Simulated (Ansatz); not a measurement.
Basis-set extrapolation for C3H8O2Si, SMILES `CC(C)O[Si]O` (PBE0-D4/def2-TZVP geometry, frozen core, Ansatz 0.2.0). Multiplicity 1, RHF reference.

|  | def2-TZVPP | def2-QZVPP |
| --- | --- | --- |
| HF | -557.113588 | -557.135712 |
| MP2 correlation | -1.101983 | -1.181747 |
| CCSD(T) correlation | -1.192067 | not run |

Energies in hartree. Use E(X) = E(∞) + A·exp(−7.88·√X) for Hartree–Fock and E(X) = E(∞) + B·X^(−2.97) for correlation, with X = 3 and 4, and add CCSD(T) minus MP2 of the smaller set to the MP2 limit.

What is the CCSD(T) energy at the basis-set limit?

HF limit: -557.135712 + (-0.022124) × 0.13774 = -557.13876. MP2 limit: -1.181747 + (-0.079764) × 0.74074 = -1.24083. Higher-order term: -1.192067 − (-1.101983) = -0.09008. Total: -558.46967 hartree, 102.9 kcal/mol below CCSD(T)/def2-TZVPP.
